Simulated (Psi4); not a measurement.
Pair of molecules, SMILES Cl with SMILES P (the first has 2 atoms); geometry from B3LYP-D3(BJ)/def2-TZVP, rigid monomers moved along the line of their centres of mass till Cl1···P3 is 4.24 Å.
(charge 0, multiplicity 1):
```xyz
6

Cl     0.4362    -0.6161    -0.3437
H      0.2439     0.3609    -1.1517
P     -0.0201     0.1612     3.8034
H     -0.2814     0.9087     4.9821
H      0.8336     1.1525     3.2576
H     -1.1671     0.6528     3.1311
```

All values below come from SAPT0/jun-cc-pV(D+d)Z in Psi4.

### Question
Which attractive term is largest, and how does the interaction split up?

### Answer
electrostatics -0.22, exchange 0.26, induction -0.04, dispersion -0.31, total -0.31 kcal/mol; the largest attraction is dispersion.
